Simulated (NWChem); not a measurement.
System: SOF, doublet; SMILES O=[S]F

Here is an NWChem input.

```
start job
memory heap 200 mb stack 700 mb global 900 mb
geometry units angstroms noautoz
  O     -0.561587     1.194981     0.000000
  S      0.452305     0.127630     0.000000
  F     -0.309655    -1.314118     0.000000
end
basis spherical
  * library def2-tzvp
end
dft
  odft
  mult 2
  xc bhlyp
  iterations 150
  mulliken
end
task dft energy
```

NWChem printed, in part:

```
             Northwest Computational Chemistry Package (NWChem) 7.3.0
             --------------------------------------------------------

 CS  symmetry detected

                             Geometry "geometry" -> ""
                             -------------------------

 Output coordinates in angstroms (scale by  1.889725989 to convert to a.u.)

  No.       Tag          Charge          X              Y              Z
 ---- ---------------- ---------- -------------- -------------- --------------
    1 O                    8.0000    -0.52725821     1.21665844     0.00000000
    2 S                   16.0000     0.45710241     0.12201269     0.00000000
    3 F                    9.0000    -0.34395254    -1.29838561     0.00000000

 Effective nuclear repulsion energy (a.u.)     107.8489026192

      Symmetry information
      --------------------

 Group name             Cs
 Group number              2
 Group order               2
 No. of unique centers     3

                                 NWChem DFT Module
                                 -----------------

 Summary of "ao basis" -> "ao basis" (spherical)
 ------------------------------------------------------------------------------
       Tag                 Description            Shells   Functions and Types
 ---------------- ------------------------------  ------  ---------------------
 O                         def2-tzvp                11       31   5s3p2d1f
 S                         def2-tzvp                13       37   5s5p2d1f
 F                         def2-tzvp                11       31   5s3p2d1f

      Symmetry analysis of basis
      --------------------------

        a'         67
        a"         32

            General Information
            -------------------
          SCF calculation type: DFT
          Wavefunction type:  spin polarized.
          No. of atoms     :     3
          No. of electrons :    33
           Alpha electrons :    17
            Beta electrons :    16
          Charge           :     0
          Spin multiplicity:     2
          Use of symmetry is: on ; symmetry adaption is: on
          Maximum number of iterations: 150
          AO basis - number of functions:    99
                     number of shells:    35
          Convergence on energy requested:  1.00D-06
          Convergence on density requested:  1.00D-05
          Convergence on gradient requested:  5.00D-04

              XC Information
              --------------
                        BHLYP Method XC Functional
                     Hartree-Fock (Exact) Exchange  0.500
                        Slater Exchange Functional  0.500 local
                    Becke 1988 Exchange Functional  0.500 non-local
              Lee-Yang-Parr Correlation Functional  1.000

             Grid Information
             ----------------
          Grid used for XC integration:  medium
          Radial quadrature: Mura-Knowles
          Angular quadrature: Lebedev.
          Tag              B.-S. Rad. Rad. Pts. Rad. Cut. Ang. Pts.
          ---              ---------- --------- --------- ---------
          O                   0.60       49           7.0       434
          S                   1.00       88           6.0       590
          F                   0.50       49           8.0       434
          Grid pruning is: on
          Number of quadrature shells:   186
          Spatial weights used:  Erf1

      Superposition of Atomic Density Guess
      -------------------------------------

 Sum of atomic energies:        -571.68188695

      Non-variational initial energy
      ------------------------------

 Total energy =    -572.132875
 1-e energy   =   -1006.685089
 2-e energy   =     326.703311
 HOMO         =      -0.168638
 LUMO         =       0.015589

   Symmetry analysis of molecular orbitals - initial alpha
   -------------------------------------------------------

  Numbering of irreducible representations:

     1 a'          2 a"

  Orbital symmetries:

     1 a'          2 a'          3 a'          4 a'          5 a'
     6 a'          7 a"          8 a'          9 a'         10 a'
    11 a'         12 a"         13 a'         14 a"         15 a'
    16 a'         17 a"         18 a'         19 a'         20 a'
    21 a"         22 a'         23 a'         24 a"         25 a'
    26 a'         27 a"

   Symmetry analysis of molecular orbitals - initial beta
   ------------------------------------------------------

  Numbering of irreducible representations:

     1 a'          2 a"

  Orbital symmetries:

     1 a'          2 a'          3 a'          4 a'          5 a'
     6 a'          7 a"          8 a'          9 a'         10 a'
    11 a'         12 a"         13 a'         14 a"         15 a'
    16 a'         17 a"         18 a'         19 a'         20 a'
    21 a"         22 a'         23 a'         24 a"         25 a'
    26 a'         27 a"

     ---------------------------------------------
      Total Density - Mulliken Population Analysis
     ---------------------------------------------

    Atom       Charge   Shell Charges
 -----------   ------   -------------------------------------------------------
    1 O    8     8.74   0.79  1.18  0.61  0.98  0.30  1.93  2.10  0.83  0.00  0.02  0.00
    2 S   16    14.86   2.01  0.49  1.48  1.05  0.86  4.15  1.71  0.69  1.51  0.63  0.09  0.15  0.04
    3 F    9     9.40   0.77  1.20  0.61  1.01  0.31  2.30  2.30  0.88  0.00  0.01  0.00

     --------------------------------------------
      Spin Density - Mulliken Population Analysis
     --------------------------------------------

    Atom       Charge   Shell Charges
 -----------   ------   -------------------------------------------------------
    1 O    8     0.21   0.00  0.00  0.00  0.00  0.00  0.11  0.09  0.01  0.00  0.00 -0.00
    2 S   16     0.76   0.00  0.00  0.00  0.00  0.00  0.02 -0.01  0.11  0.36  0.27  0.00  0.01  0.00
    3 F    9     0.03   0.00  0.00  0.00  0.00  0.00  0.03  0.02 -0.01  0.00  0.00  0.00

   convergence    iter        energy       DeltaE   RMS-Dens  Diis-err
 ---------------- ----- ----------------- --------- --------- ---------
 d= 0,ls=0.0,diis     1   -573.1251931022 -6.81D+02  5.30D-03  2.67D-01
                                                     5.14D-03  2.62D-01
 d= 0,ls=0.0,diis     2   -573.0625331196  6.27D-02  2.78D-03  4.79D-01
                                                     2.99D-03  4.39D-01
 d= 0,ls=0.0,diis     3   -573.2250299833 -1.62D-01  5.82D-04  1.61D-02
                                                     7.40D-04  1.97D-02
 d= 0,ls=0.0,diis     4   -573.2303299260 -5.30D-03  2.79D-04  4.97D-03
                                                     2.44D-04  3.92D-03
 d= 0,ls=0.0,diis     5   -573.2317675742 -1.44D-03  9.31D-05  3.29D-04
                                                     9.95D-05  3.67D-04
  Resetting Diis
 d= 0,ls=0.0,diis     6   -573.2319502930 -1.83D-04  5.84D-05  3.84D-05
                                                     8.38D-05  2.96D-05
 d= 0,ls=0.0,diis     7   -573.2320116773 -6.14D-05  3.69D-05  1.39D-05
                                                     2.60D-05  4.49D-06
 d= 0,ls=0.0,diis     8   -573.2320224984 -1.08D-05  6.08D-06  3.03D-06
                                                     2.07D-05  1.33D-05
 d= 0,ls=0.0,diis     9   -573.2320279359 -5.44D-06  3.01D-05  5.03D-06
                                                     3.37D-05  1.41D-06
 d= 0,ls=0.0,diis    10   -573.2320345988 -6.66D-06  7.92D-06  6.19D-07
                                                     1.07D-05  6.39D-07
 d= 0,ls=0.0,diis    11   -573.2320352379 -6.39D-07  2.92D-06  9.65D-08
                                                     2.98D-06  5.96D-08

         Total DFT energy =     -573.232035237939
      One electron energy =    -1006.404117430409
           Coulomb energy =      369.997831264908
    Exchange-Corr. energy =      -44.674651691634
 Nuclear repulsion energy =      107.848902619196

 Numeric. integr. density =       32.999999973549

                  Occupations of the irreducible representations
                  ----------------------------------------------

                     irrep           alpha         beta
                     --------     --------     --------
                     a'               13.0         13.0
                     a"                4.0          3.0

                    DFT Final Alpha Molecular Orbital Analysis
                    ------------------------------------------

 Vector   15  Occ=1.000000D+00  E=-5.015577D-01  Symmetry=a'
              MO Center= -9.2D-02,  1.5D-01,  1.3D-14, r^2= 2.2D+00
   Bfn.  Coefficient  Atom+Function         Bfn.  Coefficient  Atom+Function
  ----- ------------  ---------------      ----- ------------  ---------------
     7      0.298312  1 O  py                74     -0.286754  3 F  px
    36      0.260105  2 S  s                 10      0.254361  1 O  py
    46      0.254491  2 S  px                77     -0.238417  3 F  px
    80     -0.168127  3 F  px                43      0.142937  2 S  px
    13      0.141881  1 O  py                35      0.120148  2 S  s

 Vector   16  Occ=1.000000D+00  E=-4.467329D-01  Symmetry=a'
              MO Center= -2.6D-01,  5.8D-01, -1.2D-14, r^2= 1.8D+00
   Bfn.  Coefficient  Atom+Function         Bfn.  Coefficient  Atom+Function
  ----- ------------  ---------------      ----- ------------  ---------------
     6      0.355949  1 O  px                 9      0.305958  1 O  px
    36     -0.279883  2 S  s                 12      0.202805  1 O  px
    75      0.192621  3 F  py                 7      0.173739  1 O  py
    35     -0.170304  2 S  s                 78      0.164487  3 F  py
    10      0.146983  1 O  py                34      0.120010  2 S  s

 Vector   17  Occ=1.000000D+00  E=-3.290318D-01  Symmetry=a"
              MO Center=  2.5D-01,  2.6D-01,  9.3D-15, r^2= 1.8D+00
   Bfn.  Coefficient  Atom+Function         Bfn.  Coefficient  Atom+Function
  ----- ------------  ---------------      ----- ------------  ---------------
    48      0.517223  2 S  pz                51      0.333547  2 S  pz
     8     -0.288513  1 O  pz                11     -0.240970  1 O  pz
    45      0.232002  2 S  pz                14     -0.223551  1 O  pz
    39     -0.175771  2 S  pz                76     -0.163460  3 F  pz
    79     -0.131954  3 F  pz                82     -0.130228  3 F  pz

 Vector   18  Occ=0.000000D+00  E= 1.117683D-03  Symmetry=a'
              MO Center=  4.6D-01,  1.1D-01,  3.7D-15, r^2= 2.3D+00
   Bfn.  Coefficient  Atom+Function         Bfn.  Coefficient  Atom+Function
  ----- ------------  ---------------      ----- ------------  ---------------
    50      0.704520  2 S  py                73      0.557579  3 F  s
    49      0.465231  2 S  px                47      0.399115  2 S  py
    36     -0.385842  2 S  s                 81      0.287804  3 F  py
    46      0.255099  2 S  px                13     -0.210168  1 O  py
    12     -0.202249  1 O  px                75      0.177672  3 F  py

 Vector   19  Occ=0.000000D+00  E= 5.750809D-02  Symmetry=a'
              MO Center=  5.6D-01,  6.5D-02, -1.1D-14, r^2= 2.9D+00
   Bfn.  Coefficient  Atom+Function         Bfn.  Coefficient  Atom+Function
  ----- ------------  ---------------      ----- ------------  ---------------
     5      1.290999  1 O  s                 36     -1.277445  2 S  s
    49      0.958477  2 S  px                50     -0.894027  2 S  py
    13     -0.476994  1 O  py                12      0.374280  1 O  px
    46      0.314853  2 S  px                47     -0.242728  2 S  py
    81      0.171813  3 F  py                10     -0.158687  1 O  py

 Vector   20  Occ=0.000000D+00  E= 2.664755D-01  Symmetry=a"
              MO Center=  6.1D-01,  1.5D-01,  4.8D-14, r^2= 3.9D+00
   Bfn.  Coefficient  Atom+Function         Bfn.  Coefficient  Atom+Function
  ----- ------------  ---------------      ----- ------------  ---------------
    51      1.421938  2 S  pz                48     -1.051251  2 S  pz
    60     -0.185968  2 S  d  1              39      0.136811  2 S  pz
    82     -0.092042  3 F  pz                14     -0.080824  1 O  pz
    55     -0.074021  2 S  d  1              58      0.048622  2 S  d -1
    45     -0.037797  2 S  pz                42      0.026158  2 S  pz

                     DFT Final Beta Molecular Orbital Analysis
                     -----------------------------------------

 Vector   14  Occ=1.000000D+00  E=-4.888469D-01  Symmetry=a'
              MO Center= -6.3D-02,  3.0D-01,  3.4D-16, r^2= 2.2D+00
   Bfn.  Coefficient  Atom+Function         Bfn.  Coefficient  Atom+Function
  ----- ------------  ---------------      ----- ------------  ---------------
     7      0.310985  1 O  py                10      0.266188  1 O  py
    46      0.267201  2 S  px                36      0.252539  2 S  s
    74     -0.252317  3 F  px                77     -0.210141  3 F  px
    13      0.154505  1 O  py                80     -0.152082  3 F  px
    43      0.149553  2 S  px                75      0.122116  3 F  py

 Vector   15  Occ=1.000000D+00  E=-4.469479D-01  Symmetry=a"
              MO Center= -2.1D-01,  6.0D-01,  1.4D-15, r^2= 1.6D+00
   Bfn.  Coefficient  Atom+Function         Bfn.  Coefficient  Atom+Function
  ----- ------------  ---------------      ----- ------------  ---------------
     8      0.324977  1 O  pz                48      0.290803  2 S  pz
    11      0.281335  1 O  pz                76     -0.195375  3 F  pz
    14      0.188056  1 O  pz                79     -0.160737  3 F  pz
    45      0.137617  2 S  pz                51      0.136554  2 S  pz
    82     -0.125910  3 F  pz                39     -0.110682  2 S  pz

 Vector   16  Occ=1.000000D+00  E=-4.295198D-01  Symmetry=a'
              MO Center= -1.8D-01,  5.4D-01,  1.6D-15, r^2= 1.9D+00
   Bfn.  Coefficient  Atom+Function         Bfn.  Coefficient  Atom+Function
  ----- ------------  ---------------      ----- ------------  ---------------
     6      0.350128  1 O  px                36     -0.315841  2 S  s
     9      0.301916  1 O  px                12      0.210260  1 O  px
    35     -0.195616  2 S  s                 75      0.179908  3 F  py
    78      0.154918  3 F  py                 7      0.150906  1 O  py
    34      0.139283  2 S  s                 46     -0.130715  2 S  px

 Vector   17  Occ=0.000000D+00  E=-8.336025D-02  Symmetry=a"
              MO Center=  2.2D-01,  3.8D-01, -1.4D-14, r^2= 2.0D+00
   Bfn.  Coefficient  Atom+Function         Bfn.  Coefficient  Atom+Function
  ----- ------------  ---------------      ----- ------------  ---------------
    51      0.478580  2 S  pz                48      0.423391  2 S  pz
    14     -0.339456  1 O  pz                 8     -0.297588  1 O  pz
    11     -0.246296  1 O  pz                45      0.201078  2 S  pz
    39     -0.154219  2 S  pz                82     -0.127012  3 F  pz
    76     -0.125851  3 F  pz                79     -0.099743  3 F  pz

 Vector   18  Occ=0.000000D+00  E= 1.350541D-02  Symmetry=a'
              MO Center=  4.7D-01,  9.4D-02,  4.3D-15, r^2= 2.4D+00
   Bfn.  Coefficient  Atom+Function         Bfn.  Coefficient  Atom+Function
  ----- ------------  ---------------      ----- ------------  ---------------
    50      0.803691  2 S  py                73      0.574452  3 F  s
    47      0.414765  2 S  py                49      0.393603  2 S  px
    36     -0.314950  2 S  s                 81      0.281964  3 F  py
    12     -0.237176  1 O  px                46      0.215379  2 S  px
    13     -0.183068  1 O  py                80      0.175602  3 F  px

[...]
```

Level: BHandHLYP/def2-TZVP, spin-unrestricted. In the optimisation the excess spin sits in a" (Cs, its own frame). Structure relaxed at the PBE0/def2-SVP, spin-unrestricted level. No stability test was run on the SCF state.
